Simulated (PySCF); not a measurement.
C2H6ClGe, SMILES [CH3][Ge]([CH3])[Cl], multiplicity 2. Coordinates come from a B3LYP-D3(BJ)/def2-SVP optimisation. The isomer is the one that the SMILES or the coordinates give; other isomers of the formula were not compared.

Computed with B3LYP-D3(BJ)/def2-SVP (PySCF).

Harmonic wavenumbers (cm⁻¹): 105, 113, 152, 156, 176, 386, 540, 576, 703, 750, 784, 838, 1216, 1231, 1416, 1422, 1424, 1435, 3031, 3033, 3133, 3135, 3158, 3158. Rotational constants (GHz): 4.675, 2.726, 2.003; symmetry number 1.

Question: Work out the zero-point energy and the ideal-gas rigid-rotor harmonic-oscillator thermochemistry at 298.15 K and 1 atm.

Answer: ZPE = ½ Σ hcν = ½ × 32069 cm⁻¹ = 45.85 kcal/mol. H − E(el) = 50.99 kcal/mol. Entropy in cal/(mol K): translation 40.68, rotation 26.93, vibration 17.38, spin 1.38, total 86.37. G − E(el) = 25.24 kcal/mol. Cp = 24.85 cal/(mol K). Modes under 150 cm⁻¹ make the vibrational entropy uncertain.
